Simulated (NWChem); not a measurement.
The numbers come from NWChem runs, not from measurements. System: AgF, charge 0, spin multiplicity 1, at a geometry optimised with PBE0/def2-SVP with def2 effective core potentials on Ag. The structure started from a generated list of species. Level: RHF/def2-QZVP with def2 effective core potentials on Ag.

Part of the output:

```
             Northwest Computational Chemistry Package (NWChem) 7.3.0
             --------------------------------------------------------

                                NWChem Input Module
                                -------------------

 Scaling coordinates for geometry "geometry" by  1.889725989
 (inverse scale =  0.529177249)

 Turning off AUTOSYM since
 SYMMETRY directive was detected!

                             Geometry "geometry" -> ""
                             -------------------------

 Output coordinates in angstroms (scale by  1.889725989 to convert to a.u.)

  No.       Tag          Charge          X              Y              Z
 ---- ---------------- ---------- -------------- -------------- --------------
    1 Ag                  47.0000     0.00000000     0.00000000    -0.31721700
    2 F                    9.0000     0.00000000     0.00000000     1.65657700

 Effective nuclear repulsion energy (a.u.)     113.4069595545

            Nuclear Dipole moment (a.u.)
            ----------------------------
        X                 Y               Z
 ---------------- ---------------- ----------------
     0.0000000000     0.0000000000    -0.0000113384

      Symmetry information
      --------------------

 Group name             C2v
 Group number             16
 Group order               4
 No. of unique centers     2

      Symmetry unique atoms

     1    2


 Summary of "ao basis" -> "" (spherical)
 ------------------------------------------------------------------------------
       Tag                 Description            Shells   Functions and Types
 ---------------- ------------------------------  ------  ---------------------
 *                         def2-qzvp                  on all atoms

 Summary of "ao basis" -> "ao basis" (spherical)
 ------------------------------------------------------------------------------
       Tag                 Description            Shells   Functions and Types
 ---------------- ------------------------------  ------  ---------------------
 Ag                        def2-qzvp                20       72   7s5p4d3f1g
 F                         def2-qzvp                17       57   7s4p3d2f1g

                                 NWChem SCF Module
                                 -----------------

  ao basis        = "ao basis"
  functions       =   129
  atoms           =     2
  closed shells   =    14
  open shells     =     0
  charge          =   0.00
[...]
                       ROHF Final Molecular Orbital Analysis
                       -------------------------------------

 Vector   12  Occ=2.000000D+00  E=-4.613685D-01  Symmetry=b2
              MO Center= -9.8D-30,  8.7D-15,  1.2D+00, r^2= 1.3D+00
   Bfn.  Coefficient  Atom+Function         Bfn.  Coefficient  Atom+Function
  ----- ------------  ---------------      ----- ------------  ---------------
    81      0.328310  2 F  py                84      0.309954  2 F  py
    87      0.304188  2 F  py                24     -0.243159  1 Ag d -1
    90      0.188756  2 F  py                29     -0.183260  1 Ag d -1

 Vector   13  Occ=2.000000D+00  E=-4.613685D-01  Symmetry=b1
              MO Center=  1.4D-17, -7.6D-30,  1.2D+00, r^2= 1.3D+00
   Bfn.  Coefficient  Atom+Function         Bfn.  Coefficient  Atom+Function
  ----- ------------  ---------------      ----- ------------  ---------------
    80      0.328310  2 F  px                83      0.309954  2 F  px
    86      0.304188  2 F  px                26      0.243159  1 Ag d  1
    89      0.188756  2 F  px                31      0.183260  1 Ag d  1

 Vector   14  Occ=2.000000D+00  E=-4.331018D-01  Symmetry=a1
              MO Center= -1.0D-14,  9.9D-15,  7.8D-01, r^2= 1.7D+00
   Bfn.  Coefficient  Atom+Function         Bfn.  Coefficient  Atom+Function
  ----- ------------  ---------------      ----- ------------  ---------------
    25      0.315110  1 Ag d  0              82      0.272854  2 F  pz
    88      0.265131  2 F  pz                85      0.257533  2 F  pz
    30      0.236872  1 Ag d  0              91      0.158250  2 F  pz
     5     -0.150189  1 Ag s

 Vector   15  Occ=0.000000D+00  E=-1.719897D-02  Symmetry=a1
              MO Center= -2.1D-15, -1.3D-14, -1.5D+00, r^2= 6.0D+00
   Bfn.  Coefficient  Atom+Function         Bfn.  Coefficient  Atom+Function
  ----- ------------  ---------------      ----- ------------  ---------------
     7      0.968759  1 Ag s                 22     -0.282375  1 Ag pz
     5      0.238948  1 Ag s                  6     -0.236307  1 Ag s
    19     -0.209634  1 Ag pz                 4     -0.160707  1 Ag s
     3     -0.154552  1 Ag s

 Vector   16  Occ=0.000000D+00  E= 3.893218D-02  Symmetry=b1
              MO Center= -8.7D-15, -3.5D-29, -4.1D-01, r^2= 1.7D+01
   Bfn.  Coefficient  Atom+Function         Bfn.  Coefficient  Atom+Function
  ----- ------------  ---------------      ----- ------------  ---------------
    20      1.058354  1 Ag px

 Vector   17  Occ=0.000000D+00  E= 3.893218D-02  Symmetry=b2
              MO Center= -1.6D-28, -4.9D-14, -4.1D-01, r^2= 1.7D+01
   Bfn.  Coefficient  Atom+Function         Bfn.  Coefficient  Atom+Function
  ----- ------------  ---------------      ----- ------------  ---------------
    21      1.058354  1 Ag py

 center of mass
 --------------
 x =   0.00000000 y =   0.00000000 z =  -0.03661974

 moments of inertia (a.u.)
 ------------------
         224.428993828606           0.000000000000           0.000000000000
           0.000000000000         224.428993828606           0.000000000000
           0.000000000000           0.000000000000           0.000000000000

  Mulliken analysis of the total density
  --------------------------------------

    Atom       Charge   Shell Charges
 -----------   ------   -------------------------------------------------------
    1 Ag  19    18.22  -0.02 -0.37  1.47  0.89  0.12  0.04  0.01  4.88  1.04  0.14  0.03  0.00  4.28  3.56  1.82  0.30  0.00  0.00  0.01  0.00
    2 F    9     9.78   1.16  0.01  0.64  0.17  0.52  1.02  0.46  1.52  1.84  1.72  0.72  0.00  0.00  0.00  0.00  0.00  0.00

       Multipole analysis of the density wrt the origin
       ------------------------------------------------

     L   x y z        total         open         nuclear
     -   - - -        -----         ----         -------
     0   0 0 0     -0.000000      0.000000     28.000000

     1   1 0 0      0.000000      0.000000      0.000000
     1   0 1 0     -0.000000      0.000000      0.000000
     1   0 0 1     -2.682303      0.000000     16.784679

     2   2 0 0    -16.102533      0.000000      0.000000
     2   1 1 0     -0.000000      0.000000      0.000000
     2   1 0 1      0.000000      0.000000      0.000000
     2   0 2 0    -16.102533      0.000000      0.000000
     2   0 1 1      0.000000      0.000000      0.000000
     2   0 0 2    -22.399950      0.000000     95.026493

 Task  times  cpu:       10.4s     wall:       10.4s

 Total times  cpu:       10.5s     wall:       10.5s
```

Write an NWChem input that would produce this output.

Several could match; the one computed here: 
```
start mol
memory heap 200 mb stack 900 mb global 1100 mb
geometry units angstroms nocenter noautoz
  Ag     0.000000     0.000000    -0.317217
  F      0.000000     0.000000     1.656577
  symmetry group C2v
end
basis spherical
  * library def2-qzvp
end
ecp
  Ag library def2-ecp
end
scf
  rhf
  nopen 0
  maxiter 100
  thresh 1e-7
  semidirect memsize 60000000 filesize 0
end
task scf energy
```
